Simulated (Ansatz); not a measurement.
Reaction (atomization): `F[SiH](F)C[SiH3]` → C• + 2 F• + 6 H• + 2 Si•

Gas-phase electronic energies from Ansatz, PBE0-D4/def2-TZVP geometries. CCSD(T)/CBS is the MP2 limit (def2-TZVPP, def2-QZVPP) plus CCSD(T) − MP2 in def2-TZVPP, frozen cores. This one scheme is used for every species, atoms too. For atomizations the MP2-based limit and the directly extrapolated one differ by several kJ/mol either way, and by 10 to 25 for some Ge, Se and Sn compounds, so smaller differences from it don't rank the levels. DFT in def2-TZVPP. B3LYP here is the variant with VWN-RPA as its local correlation; programs differ in this. Open shells (•) are unrestricted, without spin–orbit coupling. Spin–orbit coupling would lower the free atoms: a little for C, F, Si. Each species was taken in one conformer, which may not be the lowest.

`F[SiH](F)C[SiH3]`:

```xyz
11

F     1.906    1.274   -0.587
Si    1.346    0.496    0.682
F     0.664    1.576    1.628
C     0.094   -0.740    0.148
Si   -1.409   -0.076   -0.770
H     2.504   -0.064    1.407
H     0.596   -1.475   -0.493
H    -0.252   -1.279    1.037
H    -0.984    0.625   -2.007
H    -2.159    0.869    0.095
H    -2.304   -1.204   -1.140
```

| level | ΔE (kcal/mol) | difference from CCSD(T)/CBS |
| --- | --- | --- |
| B3LYP-D4 | 958.0 | -8.2 |
| PBE | 955.7 | -10.5 |
| r2SCAN | 961.2 | -5.0 |
| PBE0 | 946.8 | -19.4 |
| MP2/def2-TZVPP | 955.2 | -11.0 |
| SCS-MP2/def2-TZVPP | 952.1 | -14.1 |
| MP2/def2-QZVPP | 970.5 | 4.3 |
| SCS-MP2/def2-QZVPP | 968.8 | 2.6 |
| HF/CBS(def2) | 740.7 | -225.5 |
| CCSD/CBS(def2) | 956.0 | -10.2 |
| CCSD(T)/CBS | 966.2 | 0 |

Largest T1 diagnostic among the species: 0.012.

In def2-TZVPP, CCSD(T) changes the Hartree–Fock value by +203.4 kcal/mol (the triples alone add +10.2 kcal/mol) and MP2 by +217.5 kcal/mol; breaking electron pairs costs correlation energy, which Hartree–Fock lacks. From PBE to PBE0 (25 % exact exchange), in def2-TZVPP and without D4, ΔE moves by −8.9 kcal/mol: exact exchange takes away binding that semilocal exchange gives to molecules.
